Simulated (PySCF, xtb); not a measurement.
2-fluoro-3-methylbuta-1,3-diene (C₅H₇F), SMILES C=C(C)C(=C)F. Other conformers were not sampled.

Harmonic wavenumbers (cm⁻¹) from GFN2-xTB (xtb) at its own minimum, in rising order: 65, 190, 259, 320, 374, 435, 496, 569, 693, 736, 781, 864, 900, 924, 961, 1016, 1042, 1145, 1308, 1379, 1395, 1417, 1478, 1488, 1675, 1678, 3015, 3025, 3055, 3114, 3137, 3142, 3184.

Problem. What does PBE0-D3(BJ)/def2-SVP (PySCF) give at its own minimum? (An estimate is asked for; the answer gives what the named calculation found.)

Solution. 97, 208, 279, 349, 393, 468, 531, 615, 732, 779, 782, 870, 941, 961, 962, 1009, 1055, 1213, 1368, 1386, 1419, 1434, 1449, 1468, 1704, 1756, 3056, 3137, 3176, 3182, 3207, 3291, 3319. Paired by order, the mean absolute difference is 44 cm⁻¹ and the zero-point energies are 64.7 and 66.6 kcal/mol.
